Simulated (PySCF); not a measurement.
Ligand exchange on a metal centre used in film growth or etching (Hf F-H). All species are isolated molecules in the gas phase.

These are B3LYP-D3(BJ)/def2-TZVP // PBE-D3(BJ)/def2-SVP (PySCF) values and carry that method's errors. All candidates: neutral, multiplicity 1. B3LYP has the VWN-RPA correlation part, as in Gaussian. 

The HOMO–LUMO gap is 6.19 eV and the LUMO is -2.33 eV. The dipole moment is 0.29 D.

**Question.** Identify which member has these values.
(A) [Hf(F)4]
(B) [Hf(F)3(H)]
(C) [Hf(F)2(H)2]
(D) [Hf(F)(H)3]

**Answer.** C, [Hf(F)2(H)2]. The others give [Hf(F)(H)3]: 6.10 eV, -2.26 eV, 0.64 D; [Hf(F)3(H)]: 7.41 eV, -1.68 eV, 0.08 D; [Hf(F)4]: 10.50 eV, -1.35 eV, 0.00 D
